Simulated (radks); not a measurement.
Spherical jellium clusters: N electrons in a uniform positive sphere of charge N and radius rs N^(1/3), rs = 4.11 bohr. Calculated with a radial shooting solver with Libxc functionals: non-relativistic Kohn-Sham, LDA (Slater exchange, Perdew-Wang correlation), spin-polarised, spherical densities. Levels are named by radial order and angular momentum (1s, 1p, 1d, 2s, ...), and open shells are averaged over m.

N = 16, configuration 1s2 1p6 1d(up 5, down 3). This is the lowest configuration that the search found. Occupied and some empty levels:

level,occupation,eigenvalue (eV),<r> (bohr)
1s up,1,-4.9039,6.373
1s down,1,-4.7770,6.253
1p up,3,-4.0373,7.680
1p down,3,-3.8780,7.664
1d up,5,-2.9815,8.625
1d down,3,-2.8183,8.665
2s up,0,-2.5690,7.334
2s down,0,-2.4913,7.423
1f up,0,-1.7810,9.523
1f down,0,-1.6297,9.614
2p up,0,-1.2901,9.432
2p down,0,-1.2115,9.542

Energy (eV): total -29.1579, kinetic 26.709, external -795.61, Hartree 392.95, exchange-correlation -56.789, background 403.58.
